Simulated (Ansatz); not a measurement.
Consider the hydrogenolysis of a B–C bond: `C[BH][GeH2][Cl]` + H₂ → `[BH2][GeH2][Cl]` + CH₄.

Gas-phase electronic energies from Ansatz, PBE0-D4/def2-TZVP geometries. CBS: MP2 limit from def2 TZ/QZ plus the TZ coupled-cluster correction, frozen cores. This one scheme is used for every species. Functionals use def2-TZVPP. B3LYP here is the variant with VWN-RPA as its local correlation; programs differ in this. For Ge outer-core shells are correlated without core-valence functions, which leaves a few kJ/mol of doubt a bond. Scalar relativity is left out up to krypton. One conformer a species, not always the lowest.

`C[BH][GeH2][Cl]`:

Z-matrix (Å, degrees):
```
C
B 1 1.541
H 1 1.106 2 102.7
H 1 1.092 2 114.8 3 114.0
H 1 1.091 2 115.6 3 -114.6
Ge 2 2.065 1 122.2 3 91.5
H 2 1.199 1 121.1 3 -84.7
Cl 6 2.177 2 109.3 1 3.7
H 6 1.540 2 114.0 1 121.2
H 6 1.540 2 114.3 1 -113.8
```

H₂:

Cartesian coordinates in Å:
```
H -0.241 -0.270 -0.089
H 0.241 0.270 0.089
```

`[BH2][GeH2][Cl]`:

Cartesian coordinates in Å:
```
B 1.153 0.560 0.112
Ge -0.662 -0.400 0.061
Cl -1.770 0.123 -1.728
H 1.877 0.372 1.043
H 1.494 1.294 -0.762
H -0.521 -1.933 0.031
H -1.571 -0.015 1.242
```

CH₄:

Cartesian coordinates in Å:
```
C 0.000 0.000 0.000
H 0.772 0.651 0.409
H -0.916 0.571 -0.149
H -0.191 -0.817 0.695
H 0.335 -0.405 -0.954
```

```csv
level,ΔE (kJ/mol),difference from CCSD(T)/CBS
PBE-D4,0.6,9.4
r2SCAN-D4,-2.9,5.9
PBE0-D4,-4.8,4.0
B3LYP-D4,-8.5,0.3
ωB97X-V,-10.1,-1.3
ωB97M-V,-6.9,1.9
B2PLYP,-14.1,-5.3
PBE,-4.7,4.1
r2SCAN,-4.4,4.4
PBE0,-9.5,-0.7
B3LYP,-17.0,-8.2
HF/def2-TZVPP,-37.0,-28.2
MP2/def2-TZVPP,-6.6,2.2
SCS-MP2/def2-TZVPP,-14.0,-5.2
CCSD/def2-TZVPP,-16.2,-7.4
CCSD(T)/def2-TZVPP,-11.4,-2.6
HF/def2-QZVPP,-37.2,-28.4
MP2/def2-QZVPP,-5.1,3.7
SCS-MP2/def2-QZVPP,-12.7,-3.9
HF/CBS(def2),-37.2,-28.4
MP2/CBS(def2),-3.9,4.9
CCSD/CBS(def2),-13.5,-4.7
CCSD(T)/CBS,-8.8,0
```

Largest T1 diagnostic among the species: 0.011.

In def2-TZVPP, CCSD(T) changes the Hartree–Fock value by +25.6 kJ/mol (the triples alone add +4.7 kJ/mol) and MP2 by +30.4 kJ/mol. From PBE to PBE0 (25 % exact exchange), in def2-TZVPP and without D4, ΔE moves by −4.8 kJ/mol. The D4 term adds +8.5 kJ/mol with B3LYP and +4.7 kJ/mol with PBE0; it sums over pairs of atoms, weighted by their polarisabilities, and B3LYP, whose exchange is more repulsive, gets the larger term.
